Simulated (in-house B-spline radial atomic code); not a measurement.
Inner levels of carbon as electrons are removed. A shift is the extra binding of the orbital against the neutral atom ([He] 2s2 2p2). Computed with a B-spline radial code for spherical atoms: non-relativistic Hartree-Fock, average of the configuration, point nuclei.

| ion | configuration | shift of 1s (eV) | radius of 1s (bohr) | Σ<r²> (bohr²) | change of density at nucleus (bohr⁻³) |
| --- | --- | --- | --- | --- | --- |
| C | [He] 2s2 2p2 | 0 | 0.26842 | 14.05 | - |
| C+ | [He] 2s2 2p1 | 15.233 | 0.2681 | 8.0588 | 0.95609 |
| C2+ | [He] 2s2 | 35.706 | 0.26741 | 4.6216 | 2.3346 |
| C3+ | [He] 2s1 | 58.277 | 0.26734 | 2.1046 | -0.56149 |
| C4+ | 1s2 | 83.769 | 0.26676 | 0.1914 | -4.6606 |
| C5+ | 1s1 | 181.27 | 0.25 | 0.083333 | -58.74 |
